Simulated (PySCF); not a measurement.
## EPR parameters of C4H7F2O

Species: C4H7F2O (doublet state).
SMILES with atom numbers: `[CH2:1][O:2][C@@:3]([CH3:4])([F:5])[CH2:6][F:7]` (hydrogens: H8, H9 on C1; H10, H11, H12 on C4; H13, H14 on C6)

Structure used (GFN2-xTB), in Å, numbered top down from 1:
```xyz
14
C4H7F2O angstrom
C      2.1600   -0.0800   -0.1675
O      0.9435   -0.5101   -0.6258
C     -0.1676   -0.2530    0.1489
C     -1.3688   -0.9448   -0.4744
F      0.0445   -0.7839    1.4259
C     -0.4099    1.2520    0.3873
F     -0.9412    1.8306   -0.7287
H      2.3095    0.0326    0.8913
H      2.9628   -0.3563   -0.8201
H     -1.1484   -2.0024   -0.5885
H     -1.5611   -0.5077   -1.4495
H     -2.2377   -0.8205    0.1654
H      0.5355    1.7584    0.6066
H     -1.1218    1.3846    1.2070
```

The hyperfine couplings belong to this conformer and change with its torsions.

Computed with UKS B3LYP, pcH-1 on C F H O, non-relativistic, mean-field spin-orbit, GIAO (PySCF). One conformer (not necessarily the lowest) at the GFN2-xTB geometry, without solvent, vibrations or thermal averaging. Couplings are sensitive to structure, and on GFN2-xTB geometries they can be far from those on DFT ones. The SCF solution wasn't tested for stability.

```
g1, g2, g3                      : 2.00231, 2.00348, 2.00420
g_iso                           : 2.00333
Form of g                       : rhombic: the two nearest values differ by 38 % of g3 − g1
⟨S²⟩                            : 0.7531 (exact 0.7500)
HOMO–LUMO gap, α and β orbitals : 6.77, 7.31 eV
Total energy                    : -431.50478 Eh
```

Isotropic coupling and dipolar principal values T1 to T3, in mT (MHz turned into mT with g_iso):

| atom | isotope | a_iso | T1 | T2 | T3 | Mulliken spin population |
| --- | --- | --- | --- | --- | --- | --- |
| C1 | 13C | 5.08 | -2.79 | -2.72 | 5.51 | 0.95 |
| O2 | 17O | -0.64 | -2.11 | 1.01 | 1.10 | 0.10 |
| C3 | 13C | -0.16 | -0.07 | -0.02 | 0.09 | 0.00 |
| C4 | 13C | -0.01 | -0.02 | -0.01 | 0.03 | 0.00 |
| F5 | 19F | 0.47 | -0.48 | -0.35 | 0.82 | 0.00 |
| C6 | 13C | -0.02 | -0.10 | -0.03 | 0.13 | 0.02 |
| F7 | 19F | 0.14 | -0.20 | -0.03 | 0.23 | 0.00 |
| H8 | 1H | -1.22 | -1.28 | -0.05 | 1.34 | -0.03 |
| H9 | 1H | -1.72 | -1.28 | -0.06 | 1.35 | -0.04 |
| H10 | 1H | 0.01 | -0.07 | -0.06 | 0.12 | 0.00 |
| H11 | 1H | 0.03 | -0.06 | -0.05 | 0.11 | 0.00 |
| H12 | 1H | -0.04 | -0.04 | -0.03 | 0.07 | 0.00 |
| H13 | 1H | -0.01 | -0.23 | -0.13 | 0.36 | 0.00 |
| H14 | 1H | -0.09 | -0.08 | -0.04 | 0.12 | 0.00 |

The largest Mulliken spin populations are on C1 (+0.95) and O2 (+0.10). C1 is the only atom above +0.15. The angles at C1 add up to 353.0°, so it is slightly pyramidal.

Axes: g2 points within 13° of the C1–O2 bond.

Under fast tumbling the dipolar parts average out, and these isotropic splittings remain: 2 × 1H (H8/H9, I = 1/2, 3 lines) with 1.47 mT, 1 × 19F (F5, I = 1/2, 2 lines) with 0.47 mT, 1 × 19F (F7, I = 1/2, 2 lines) with 0.14 mT and 1 × 1H (H14, I = 1/2, 2 lines) with 0.09 mT.

Class means assume fast exchange of nuclei equivalent by connectivity; if that motion is slow, each nucleus keeps its own coupling. The 1H value of -41.3 MHz is a mean of couplings from -48.3 to -34.3 MHz in this one geometry, not an average over conformers.

The 17O coupling of O2 (-17.8 MHz) shows only in satellite lines or after enrichment, since that isotope makes up about 0.038 % of natural oxygen.

The 13C coupling of C1 (142.3 MHz) shows only in satellite lines or after enrichment, since that isotope makes up about 1.07 % of natural carbon.

The spin density at the nucleus, in bohr⁻³, is negative for H8/H9 (-0.0092) and C3 (-0.0041), for instance. A restricted open-shell determinant has no negative spin density anywhere; here it arises because α and β orbitals differ (spin polarisation).
